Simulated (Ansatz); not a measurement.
Relaxation of CH₈BFN₂Si (14 atoms, charge 0, multiplicity 1), to a largest force component of 0.02 eV/Å in at most 50 steps.

Theory: Ansatz 0.2.0, RKS B3LYP/def2-SVP.

```xyz
14
Properties=species:S:1:pos:R:3:forces:R:3
C 0.330 -0.140 1.849 -0.64 2.91 -0.79
Si 1.109 -0.794 0.314 0.74 0.10 -0.15
F 2.393 0.180 -0.127 -0.63 -0.65 0.41
N 0.017 -0.872 -1.045 -1.51 2.31 0.63
B -0.434 0.530 -1.464 3.15 0.82 3.40
N -1.881 1.020 -1.345 -1.34 4.97 5.08
H 1.030 -0.083 2.683 0.17 -0.17 0.26
H -0.551 -0.710 2.096 -0.51 -0.56 0.36
H -0.057 0.958 1.676 0.66 -1.71 0.29
H 1.601 -2.144 0.643 0.31 -0.24 -0.30
H 0.430 -1.311 -1.832 0.82 -0.79 -1.05
H 0.409 1.288 -1.836 -0.31 0.33 -0.60
H -2.488 0.251 -0.947 0.01 1.26 0.79
H -1.539 0.319 -1.786 -0.92 -8.58 -8.33
```

Task: Where does it end, and by what steps?

Result: The forces met the threshold. After 25 steps the energy has fallen by 5.172 eV; H12 moved furthest, 2.11 Å. The start is strongly strained (largest force component 9 eV/Å), so its close contacts needn't be bonds. Parted: B5–H14 (1.17 → 2.11 Å).

| step | energy less start (eV) | largest force component (eV/Å) | accepted |
| --- | --- | --- | --- |
| 0 | 0.0000 | 8.579 | yes |
| 1 | -1.8417 | 3.827 | yes |
| 2 | -2.7314 | 1.848 | yes |
| 3 | -3.1019 | 1.677 | yes |
| 4 | -3.3721 | 1.501 | yes |
| 5 | -3.7111 | 1.429 | yes |
| 6 | -4.0041 | 1.452 | yes |
| 7 | -4.3061 | 1.925 | yes |
| 8 | -4.6174 | 1.307 | yes |
| 9 | -4.8193 | 0.778 | yes |
| 10 | -4.9695 | 0.447 | yes |
| 11 | -5.0388 | 0.414 | yes |
| 12 | -5.0949 | 0.754 | yes |
| 13 | -5.1196 | 0.463 | yes |
| 14 | -5.1396 | 0.272 | yes |
| 15 | -5.1447 | 0.501 | yes |
| 16 | -5.1531 | 0.554 | yes |
| 17 | -5.1660 | 0.130 | yes |
| 18 | -5.1668 | 0.084 | yes |
| 19 | -5.1690 | 0.073 | yes |
| 20 | -5.1702 | 0.039 | yes |
| 21 | -5.1708 | 0.043 | yes |
| 22 | -5.1711 | 0.056 | yes |
| 23 | -5.1709 | 0.090 | no |
| 24 | -5.1714 | 0.020 | yes |
| 25 | -5.1715 | 0.016 | yes |

```xyz
14
Properties=species:S:1:pos:R:3
C 0.020 -0.276 1.754
Si 1.256 -0.668 0.408
F 2.465 0.428 0.556
N 0.578 -0.620 -1.186
B -0.534 0.070 -1.787
N -1.433 0.900 -1.092
H 0.452 -0.521 2.737
H -0.912 -0.853 1.636
H -0.228 0.798 1.770
H 1.904 -1.993 0.591
H 1.114 -1.159 -1.863
H -0.721 -0.082 -2.973
H -1.393 1.115 -0.104
H -2.200 1.353 -1.570
```

Run time: 72 s on 2 threads of INTEL(R) XEON(R) PLATINUM 8581C CPU @ 2.30GHz (Emerald Rapids), with other jobs on the host, peak memory 0.34 GiB.
